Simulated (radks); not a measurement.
Results of a calculation; reference values are marked as such.
Task: These are the eigenvalues of the occupied orbitals of an atom or ion with whole-number occupations (eV). Level of theory: Dirac Kohn-Sham, PBE, spin-unpolarised, spherical densities, point nucleus (a radial shooting solver on a logarithmic mesh with Libxc functionals).

1s1/2: -71564.06
2s1/2: -12399.47
2p1/2: -11862.93
2p3/2: -10423.08
3s1/2: -2871.152
3p1/2: -2632.028
3p3/2: -2319.336
3d3/2: -1918.459
3d5/2: -1850.597
4s1/2: -599.8466
4p1/2: -500.1351
4p3/2: -427.1891
4d3/2: -263.6847
4d5/2: -250.2093
5s1/2: -85.9984
5p1/2: -55.9173
5p3/2: -44.9670
4f5/2: -44.4720
4f7/2: -41.9612
5d3/2: -6.9163
6s1/2: -6.7548
5d5/2: -6.0252
6p1/2: -2.3487

Which element is it, and in what charge state? The configuration may be excited. Open shells, if any, fill j = l - 1/2 first.

Result: Z = 75, rhenium, charge 0: Re in [Xe] 4f14 5d5 6s1 6p1. The list shows which subshells hold electrons but not how many an open one holds; the 1s level, -2629.9 hartree, gives Z - s = 72.5 by -(Z - s)^2/2, which with screening and relativity narrows Z to a few neighbours, and the depths of the outer levels then fix element, charge and occupations together.
